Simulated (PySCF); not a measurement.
CH$_{6}$GeZn (SMILES [CH3][Zn][GeH3]), singlet, at a GFN2-xTB geometry (such geometries of metal compounds can be far from the true shape); CASSCF(6,6)/STO-3G (PySCF).

Here is a job for PySCF.
```python
from pyscf import gto, scf, mcscf
import numpy

mol = gto.M(
    atom='''
Zn   -0.14129228    0.74792521   -0.50490044
C    -0.40276646    2.34159889   -1.72536162
H    -1.20691274    2.99388935   -1.39467612
H    -0.64640352    2.03375453   -2.73966559
H     0.49170088    2.95631224   -1.79106853
Ge    0.21938104   -1.21954309    0.86353710
H     1.03868879   -2.34427726    0.27872799
H     0.93084729   -1.08106555    2.18675863
H    -0.97274687   -2.02058411    1.32591916
''',
    basis='sto-3g',
    verbose=4,
)

mf = scf.RHF(mol)
mf.kernel()
mc = mcscf.CASSCF(mf, 6, 6)
mc.fix_spin_(ss=0.0)
mc.kernel()
occ = numpy.linalg.eigvalsh(mc.fcisolver.make_rdm1(mc.ci, mc.ncas, mc.nelecas))[::-1]
ss = mc.fcisolver.spin_square(mc.ci, mc.ncas, mc.nelecas)[0]
print('natural occupations', occ.round(4), ' <S^2>', round(ss, 4))
```

Question: Write the output that PySCF gives for this input, abridged.

Answer: 
```
PySCF version 2.14.0

[INPUT] verbose = 4
[INPUT] num. atoms = 9
[INPUT] num. electrons = 74
[INPUT] charge = 0
[INPUT] spin (= nelec alpha-beta = 2S) = 0
[INPUT] symmetry False subgroup None
[INPUT] Mole.unit = angstrom
[INPUT] Symbol           X                Y                Z      unit          X                Y                Z       unit  Magmom
[...]
nuclear repulsion = 368.420339643637
number of shells = 25
number of NR pGTOs = 141
number of NR cGTOs = 47
basis = sto-3g
ecp = {}

******** <class 'pyscf.scf.hf.RHF'> ********
method = RHF
initial guess = minao
damping factor = 0
level_shift factor = 0
DIIS = <class 'pyscf.scf.diis.CDIIS'>
diis_start_cycle = 1
diis_space = 8
diis_damp = 0
SCF conv_tol = 1e-09
SCF conv_tol_grad = None
SCF max_cycles = 50
direct_scf = True
direct_scf_tol = 1e-13
Set gradient conv threshold to 3.16228e-05
Initial guess from minao.
init E= -3844.83100503919
[...]
cycle= 1 E= -3849.36391972575  delta_E= -4.53  |g|= 0.769  |ddm|= 3.16
[...]
cycle= 2 E= -3843.39699461667  delta_E= 5.97  |g|= 3.68  |ddm|= 5.53
[...]
cycle= 3 E= -3849.72853119843  delta_E= -6.33  |g|= 0.348  |ddm|= 4.98
[...]
cycle= 4 E= -3849.80325577117  delta_E= -0.0747  |g|= 0.164  |ddm|= 0.74
[...]
cycle= 5 E= -3849.82520041082  delta_E= -0.0219  |g|= 0.0315  |ddm|= 0.58
[...]
cycle= 6 E= -3849.82650088264  delta_E= -0.0013  |g|= 0.0143  |ddm|= 0.143
[...]
cycle= 7 E= -3849.82712268736  delta_E= -0.000622  |g|= 0.0114  |ddm|= 0.107
[...]
cycle= 8 E= -3849.82765400437  delta_E= -0.000531  |g|= 0.0111  |ddm|= 0.101
[...]
cycle= 9 E= -3849.82872849381  delta_E= -0.00107  |g|= 0.0106  |ddm|= 0.213
[...]
cycle= 10 E= -3849.83001106763  delta_E= -0.00128  |g|= 0.0099  |ddm|= 0.271
[...]
cycle= 11 E= -3849.83263677748  delta_E= -0.00263  |g|= 0.0067  |ddm|= 0.782
[...]
cycle= 12 E= -3849.83246671627  delta_E= 0.00017  |g|= 0.0064  |ddm|= 0.0862
[...]
cycle= 13 E= -3849.83311910518  delta_E= -0.000652  |g|= 0.00963  |ddm|= 0.526
[...]
cycle= 14 E= -3849.83316215214  delta_E= -4.3e-05  |g|= 0.00557  |ddm|= 0.027
[...]
cycle= 15 E= -3849.83316325181  delta_E= -1.1e-06  |g|= 0.00568  |ddm|= 0.0736
[...]
cycle= 16 E= -3849.83323831836  delta_E= -7.51e-05  |g|= 0.00484  |ddm|= 0.0705
[...]
cycle= 17 E= -3849.83331237927  delta_E= -7.41e-05  |g|= 0.00603  |ddm|= 0.0879
[...]
cycle= 18 E= -3849.83338942197  delta_E= -7.7e-05  |g|= 0.000964  |ddm|= 0.158
[...]
cycle= 19 E= -3849.83339891108  delta_E= -9.49e-06  |g|= 0.000617  |ddm|= 0.0539
[...]
cycle= 20 E= -3849.83339995887  delta_E= -1.05e-06  |g|= 0.000553  |ddm|= 0.0129
[...]
cycle= 21 E= -3849.83340031445  delta_E= -3.56e-07  |g|= 0.000507  |ddm|= 0.00681
[...]
cycle= 22 E= -3849.83340105986  delta_E= -7.45e-07  |g|= 0.000454  |ddm|= 0.00907
[...]
cycle= 23 E= -3849.83340294567  delta_E= -1.89e-06  |g|= 0.000402  |ddm|= 0.0227
[...]
cycle= 24 E= -3849.8334039571  delta_E= -1.01e-06  |g|= 0.000376  |ddm|= 0.00885
[...]
cycle= 25 E= -3849.83340440186  delta_E= -4.45e-07  |g|= 0.000174  |ddm|= 0.00977
[...]
cycle= 26 E= -3849.8334046913  delta_E= -2.89e-07  |g|= 0.000112  |ddm|= 0.00935
[...]
cycle= 27 E= -3849.83340471553  delta_E= -2.42e-08  |g|= 9.7e-05  |ddm|= 0.00344
[...]
cycle= 28 E= -3849.83340478733  delta_E= -7.18e-08  |g|= 7.02e-05  |ddm|= 0.00279
[...]
cycle= 29 E= -3849.83340482352  delta_E= -3.62e-08  |g|= 4.86e-05  |ddm|= 0.00329
[...]
cycle= 30 E= -3849.83340483941  delta_E= -1.59e-08  |g|= 2.88e-05  |ddm|= 0.00126
[...]
cycle= 31 E= -3849.8334048467  delta_E= -7.3e-09  |g|= 1.24e-05  |ddm|= 0.000879
[...]
cycle= 32 E= -3849.83340484792  delta_E= -1.22e-09  |g|= 6.77e-06  |ddm|= 0.000368
[...]
cycle= 33 E= -3849.8334048485  delta_E= -5.72e-10  |g|= 4.26e-06  |ddm|= 0.000294
[...]
Extra cycle  E= -3849.83340484853  delta_E= -3.46e-11  |g|= 3.72e-06  |ddm|= 2.33e-05
converged SCF energy = -3849.83340484853

******** <class 'pyscf.mcscf.mc1step.CASSCF'> ********
CAS (3e+3e, 6o), ncore = 34, nvir = 7
max_cycle_macro = 50
max_cycle_micro = 4
conv_tol = 1e-07
[...]
CASCI E = -3849.91672118362  S^2 = 0.0000000
[...]
macro iter  32 ( 21 JK    4 micro), CASSCF E = -3850.07002634892  dE = -7.54899188e-05  S^2 = 0.0000000
               |grad[o]|=0.00854  |grad[c]|=0.0165  |ddm|=0.00804  |maxRot[o]|=0.043
macro iter  33 (  7 JK    2 micro), CASSCF E = -3850.07101040742  dE = -9.84058498e-04  S^2 = 0.0000000
               |grad[o]|=0.00826  |grad[c]|=0.0027  |ddm|=0.0064  |maxRot[o]|=0.0699
macro iter  34 ( 21 JK    4 micro), CASSCF E = -3850.07173731478  dE = -7.26907367e-04  S^2 = 0.0000000
               |grad[o]|=0.0105  |grad[c]|=0.0249  |ddm|=0.0189  |maxRot[o]|=0.134
macro iter  35 ( 21 JK    4 micro), CASSCF E = -3850.07194226336  dE = -2.04948577e-04  S^2 = 0.0000000
               |grad[o]|=0.0136  |grad[c]|=0.0192  |ddm|=0.0184  |maxRot[o]|=0.0512
macro iter  36 ( 21 JK    4 micro), CASSCF E = -3850.07196353463  dE = -2.12712712e-05  S^2 = 0.0000000
               |grad[o]|=0.0125  |grad[c]|=0.0165  |ddm|=0.0152  |maxRot[o]|=0.0547
macro iter  37 ( 21 JK    4 micro), CASSCF E = -3850.07326954508  dE = -1.30601045e-03  S^2 = 0.0000000
               |grad[o]|=0.0112  |grad[c]|=0.0166  |ddm|=0.0143  |maxRot[o]|=0.0886
macro iter  38 ( 21 JK    4 micro), CASSCF E = -3850.07473420359  dE = -1.46465851e-03  S^2 = 0.0000000
               |grad[o]|=0.0119  |grad[c]|=0.0098  |ddm|=0.018  |maxRot[o]|=0.0553
macro iter  39 ( 21 JK    4 micro), CASSCF E = -3850.07894467365  dE = -4.21047006e-03  S^2 = 0.0000000
               |grad[o]|=0.0127  |grad[c]|=0.0152  |ddm|=0.0197  |maxRot[o]|=0.159
macro iter  40 ( 21 JK    4 micro), CASSCF E = -3850.07904405307  dE = -9.93794197e-05  S^2 = 0.0000000
               |grad[o]|=0.0152  |grad[c]|=0.0195  |ddm|=0.0155  |maxRot[o]|=0.027
macro iter  41 ( 21 JK    4 micro), CASSCF E = -3850.07883861798  dE =  2.05435089e-04  S^2 = 0.0000000
               |grad[o]|=0.0141  |grad[c]|=0.0189  |ddm|=0.0165  |maxRot[o]|=0.019
macro iter  42 ( 21 JK    4 micro), CASSCF E = -3850.08043361832  dE = -1.59500034e-03  S^2 = 0.0000000
               |grad[o]|=0.0141  |grad[c]|=0.00537  |ddm|=0.0146  |maxRot[o]|=0.037
macro iter  43 ( 12 JK    3 micro), CASSCF E = -3850.08377687956  dE = -3.34326124e-03  S^2 = 0.0000000
               |grad[o]|=0.0137  |grad[c]|=0.0071  |ddm|=0.0211  |maxRot[o]|=0.0804
macro iter  44 ( 21 JK    4 micro), CASSCF E = -3850.08364324680  dE =  1.33632764e-04  S^2 = 0.0000000
               |grad[o]|=0.0115  |grad[c]|=0.00977  |ddm|=0.0127  |maxRot[o]|=0.0187
macro iter  45 ( 21 JK    4 micro), CASSCF E = -3850.08531208405  dE = -1.66883726e-03  S^2 = 0.0000000
               |grad[o]|=0.0122  |grad[c]|=0.00556  |ddm|=0.00855  |maxRot[o]|=0.0469
macro iter  46 ( 21 JK    4 micro), CASSCF E = -3850.08632050758  dE = -1.00842352e-03  S^2 = 0.0000000
               |grad[o]|=0.00946  |grad[c]|=0.00398  |ddm|=0.00887  |maxRot[o]|=0.0406
macro iter  47 ( 21 JK    4 micro), CASSCF E = -3850.08687149205  dE = -5.50984478e-04  S^2 = 0.0000000
               |grad[o]|=0.0073  |grad[c]|=0.0033  |ddm|=0.00513  |maxRot[o]|=0.0382
macro iter  48 ( 21 JK    4 micro), CASSCF E = -3850.08709984982  dE = -2.28357770e-04  S^2 = 0.0000000
               |grad[o]|=0.00504  |grad[c]|=0.00274  |ddm|=0.014  |maxRot[o]|=0.0315
macro iter  49 ( 21 JK    4 micro), CASSCF E = -3850.08710698622  dE = -7.13639884e-06  S^2 = 0.0000000
               |grad[o]|=0.0028  |grad[c]|=0.00414  |ddm|=0.0219  |maxRot[o]|=0.0164
macro iter  50 (  7 JK    2 micro), CASSCF E = -3850.08750615415  dE = -3.99167929e-04  S^2 = 0.0000000
               |grad[o]|=0.00587  |grad[c]|=0.0034  |ddm|=0.118  |maxRot[o]|=0.0666
1-step CASSCF not converged,  50 macro (774 JK 163 micro) steps
CASSCF canonicalization
Density matrix diagonal elements [1.8584333  0.984851   1.01509667 0.529162   0.99988486 0.61257217]
CASSCF energy = -3850.08750615415
CASCI E = -3850.08750615415  E(CI) = -9.73501597697486  S^2 = 0.0000000
natural occupations [1.9512 1.2042 1.0042 0.9958 0.7933 0.0513]  <S^2> 0.0
```

Convergence was not reached.
